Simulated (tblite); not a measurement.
C8H14F2.
SMILES with atom numbers: `[F:1][C@H:2]1[CH2:3][CH2:4][CH2:5][C@@H:6]([F:7])[CH2:8][CH2:9][CH2:10]1` (hydrogens: H11 on C2; H12, H13 on C3; H14, H15 on C4; H16, H17 on C5; H18 on C6; H19, H20 on C8; H21, H22 on C9; H23, H24 on C10)

Structure used (GFN2-xTB), in Å, numbered top down from 1:
```
atom  x, y, z in Å
F1    -2.891    0.356    0.972
C2    -1.573    0.188    0.555
C3    -1.572   -0.949   -0.460
C4    -0.197   -1.416   -0.941
C5     0.856   -1.572    0.163
C6     1.851   -0.413    0.284
F7     2.509   -0.289   -0.932
C8     1.346    0.975    0.689
C9     0.390    1.639   -0.310
C10   -1.093    1.546    0.056
H11   -1.036   -0.103    1.466
H12   -2.171   -0.644   -1.320
H13   -2.085   -1.789    0.016
H14    0.190   -0.749   -1.710
H15   -0.344   -2.386   -1.421
H16    0.386   -1.738    1.132
H17    1.459   -2.457   -0.058
H18    2.632   -0.711    1.000
H19    0.896    0.913    1.680
H20    2.238    1.599    0.779
H21    0.569    1.226   -1.301
H22    0.634    2.702   -0.372
H23   -1.696    1.828   -0.810
H24   -1.307    2.264    0.852
```

Method: GFN2-xTB as coded in tblite; computed harmonic values from a numerical Hessian at the method's own geometry, unscaled. Errors from tens to a few hundred cm⁻¹ against measured bands are possible. One conformer, not necessarily the lowest.

Harmonic wavenumbers (cm⁻¹): 102.5, 102.8, 150.0, 193.1, 258.3, 273.6, 299.1, 346.5, 372.9, 428.4, 429.0, 459.9, 531.1, 673.8, 758.1, 813.9, 822.1, 880.7, 896.8, 905.2, 967.5, 980.6, 995.9, 1030.6, 1046.1, 1069.5, 1098.5, 1127.0, 1148.7, 1149.3, 1176.7, 1204.0, 1213.5, 1244.4, 1249.1, 1257.8, 1293.3, 1304.5, 1306.5, 1323.7, 1343.1, 1348.4, 1352.1, 1367.4, 1368.9, 1374.0, 1474.1, 1479.3, 1481.9, 1487.9, 1492.1, 1518.7, 2879.3, 2915.7, 2965.2, 2967.0, 2972.8, 2975.0, 2983.5, 2985.9, 2989.5, 2990.6, 3003.7, 3006.4, 3021.5, 3030.6.

A = 2097, B = 947.0, C = 764.9 MHz; mass 148.106 u (most abundant isotopes); point group Cs, symmetry number 1.

Zero-point energy?

½Σν̃ = 45830 cm⁻¹ = 131.03 kcal/mol.

Give the ideal-gas entropy at 500 K and 1 bar in the rigid-rotor, harmonic-oscillator model (classical rotation).

Translation 43.48, rotation 31.28, vibration 47.00: S = 121.8 cal/(mol K).

And Cp and H(500 K) − H(0)?

Cp = 65.17 cal/(mol K), of which vibrations give 57.23 (their classical limit is 66 R = 131.2); H(500 K) − H(0) = 17.30 kcal/mol without the zero-point energy, 13.32 from vibrations.

What must be added to the electronic energy to get the Gibbs energy at 500 K and 1 bar?

ZPE + [H(500 K) − H(0)] − T·S = 131.03 + 17.30 − 60.88 = 87.45 kcal/mol.

Blend soft modes into free rotors: weight 1/[1 + (100 cm⁻¹/ν̃)⁴] for the oscillator and the rest for a rotor with moment μB/(μ + B), μ = h/(8π²ν), B = 10⁻⁴⁴ kg m². What vibrational entropy results?

45.83 cal/(mol K) in place of 47.00, which changes −T·S at 500 K by +0.58 kcal/mol.

Which modes carry the vibrational entropy at 500 K?

102.5 cm⁻¹: 4.42; 102.8 cm⁻¹: 4.41; 150.0 cm⁻¹: 3.67; 193.1 cm⁻¹: 3.18; 258.3 cm⁻¹: 2.62; 273.6 cm⁻¹: 2.51 cal/(mol K); the other 60 give 26.17 together.

How do the functions run with temperature in this model?

```
 T (K)  S (cal/(mol K))  Cp (cal/(mol K))  H − H(0) (kcal/mol)  G − H(0) (kcal/mol)  ln q(vib)
    50             57.5              10.9                 0.44                -2.44       0.13
   100             66.8              16.7                 1.13                -5.56       0.78
298.15             95.0              39.7                 6.63               -21.69       5.06
373.15            105.0              49.7                 9.98               -29.19       6.92
   750            152.7              87.3                36.57               -77.96      17.07
  1000            179.9             101.6                60.30              -119.62      23.80
```

q(vib) and H(0) count from the zero-point level.

Hindered rotation and anharmonicity are outside this model. Other conformers, if any are populated, would add a mixing term that is left out.
